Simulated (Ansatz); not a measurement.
Pb2O⁺, 3 atoms. Hardware: 4 threads of Arm Neoverse V1 on a shared host.

In the def2 sets Pb takes a core potential; there is no spin–orbit coupling. Correlated methods freeze 9 core orbitals; core or outer-core shells of Pb are correlated, in sets that lack core-valence functions. In CCSD on the charge 1 quartet the largest single amplitude is 0.18, so its Hartree–Fock determinant may place the open shell otherwise than the density functionals do.

(1) How many basis functions does each of these Ansatz runs have, and roughly what does it cost? B3LYP-D4/def2-TZVP, charge 1 quartet, energy, from earlier orbitals; PBE-D4/def2-TZVP, charge 1 doublet, energy, from earlier orbitals; LC-ωPBE/def2-TZVP, charge 1 doublet, energy, from earlier orbitals; PBE-D4/def2-TZVP, charge 1 quartet, relaxation, 6 steps; r2SCAN-D4/def2-TZVP, charge 0 triplet at the geometry of the charge 1 doublet, energy, from earlier orbitals; BLYP-D4/def2-TZVP, charge 1 doublet, energy, from earlier orbitals; PBE0-D4/def2-TZVP, charge 1 quartet, energy, from earlier orbitals; r2SCAN0-D4/def2-TZVP, charge 1 quartet, energy, from earlier orbitals; MP2/def2-TZVP, charge 1 doublet, energy, from earlier orbitals; MP2/def2-TZVP, charge 1 quartet, energy, from earlier orbitals; CCSD(T)/def2-TZVPP, charge 1 quartet, energy, from earlier orbitals; RPA@PBE/def2-TZVP, charge 1 doublet, energy, from earlier orbitals.

Results:

(1) Other jobs shared the machine, so times can vary by a factor of up to 3. A dash marks memory too small to be measured apart from the calling script's.

```tsv
run	functions	fitting or Cholesky vectors	wall time	peak host memory (GiB)
PBE-D4/def2-TZVP, charge 1 doublet, energy, from earlier orbitals	131	915	1.6 s	–
BLYP-D4/def2-TZVP, charge 1 doublet, energy, from earlier orbitals	131	915	1.8 s	–
MP2/def2-TZVP, charge 1 doublet, energy, from earlier orbitals	131	1184	2 s	–
MP2/def2-TZVP, charge 1 quartet, energy, from earlier orbitals	131	1182	2.6 s	–
LC-ωPBE/def2-TZVP, charge 1 doublet, energy, from earlier orbitals	131	915	2.6 s	–
RPA@PBE/def2-TZVP, charge 1 doublet, energy, from earlier orbitals	131	1184	3.2 s	–
PBE0-D4/def2-TZVP, charge 1 quartet, energy, from earlier orbitals	131	1011	5.5 s	0.55
B3LYP-D4/def2-TZVP, charge 1 quartet, energy, from earlier orbitals	131	1011	5.5 s	0.55
r2SCAN-D4/def2-TZVP, charge 0 triplet at the geometry of the charge 1 doublet, energy, from earlier orbitals	131	915	10 s	–
PBE-D4/def2-TZVP, charge 1 quartet, relaxation, 6 steps	131	915	10 s	–
r2SCAN0-D4/def2-TZVP, charge 1 quartet, energy, from earlier orbitals	131	1011	12 s	0.61
CCSD(T)/def2-TZVPP, charge 1 quartet, energy, from earlier orbitals	131	1182	29 s	1.4
```
